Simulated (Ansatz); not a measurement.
Ideal-gas functions of C4H2F2Si, SMILES `C#C[Si](F)(F)C#C` at 800 K and 1 bar, from an Ansatz frequency run at PBE0-D4/def2-TZVP.

Molar mass 116.14 g/mol, point group C2v (symmetry number 2), electronic degeneracy 1, moments of inertia 189.209, 285.373, 351.941 u Å². Harmonic wavenumbers (cm⁻¹, unscaled): 90, 133, 136, 191, 293, 323, 372, 404, 414, 590, 740, 749, 750, 753, 753, 915, 977, 2179, 2182, 3464, 3464.

Use S(trans) = R[1.5 ln M + 2.5 ln T − 1.1517]; rotational temperatures θ = 24.2544 K / I; S(rot) = R[ln(√π/σ · √(T³/θAθBθC)) + 1.5]; for each mode x = 1.438777 ν̃/T, S = R[x/(eˣ − 1) − ln(1 − e⁻ˣ)] and H = RT x/(eˣ − 1); 1 cm⁻¹ = 0.0119627 kJ/mol; R = 8.31446 J/(mol·K).

Q: By hand: the entropy, in J/(mol·K).

A: Translation 188.7. Rotation: θ = 0.1282, 0.085, 0.0689 K, giving 124.7. Vibration, mode by mode: 23.46, 20.23, 20.04, 17.24, 13.74, 12.95, 11.81, 11.15, 10.96, 8.20, 6.53, 6.44, 6.43, 6.40, 6.40, 5.05, 4.62, 0.83, 0.82, 0.12, 0.12, in all 193.5. Electronic 0.0. Sum 506.9 J/(mol·K).

Q: By hand: H − E and G − E in kJ/mol, counted from the electronic energy.

A: Zero-point energy ½ × 19872 × 0.0119627 = 118.9; thermal vibration 72.8; translation, rotation and pV give 4 RT = 26.6. H − E = 218.3 kJ/mol, and G − E = 218.3 − 800 × 506.9/1000 = -187.2 kJ/mol.

Vibration gives 38 % of the entropy, 63.7 J/(mol·K) of it from the modes under 150 cm⁻¹: soft modes count most, and the harmonic formula is weakest for them.
